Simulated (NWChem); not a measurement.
System: N₂H₄Se; SMILES N[Se]N

The following NWChem deck was run.

```
start job
memory heap 200 mb stack 900 mb global 1100 mb
geometry units angstroms noautoz
  Se     0.000000     0.000000     0.388650
  N     -1.528560     0.000000    -0.668044
  H     -1.622026    -0.840949    -1.250688
  H     -1.622026     0.840949    -1.250688
  N      1.528560     0.000000    -0.668044
  H      1.622026     0.840949    -1.250688
  H      1.622026    -0.840949    -1.250688
end
basis spherical
  * library aug-cc-pvdz
end
dft
  xc xpbe96 cpbe96
  iterations 150
end
tddft
  cis
  nroots 8
  notriplet
end
task tddft energy
```

Geometry: optimised at PBE-D3(BJ)/def2-SVP.

Vertical excitations in the gas phase.

Predict the main results of this run. (PBE/aug-cc-pVDZ, TDA.) Quantities: lowest excitation, singlet (eV); oscillator strength of that lowest state; lowest state with f > 0.02, singlet (eV); oscillator strength of that bright state; orbital gap (eV).


* **lowest excitation, singlet (eV)**: 4.22
* **oscillator strength of that lowest state**: 0.005
* **lowest state with f > 0.02, singlet (eV)**: 5.17
* **oscillator strength of that bright state**: 0.066
* **orbital gap (eV)**: 4.06
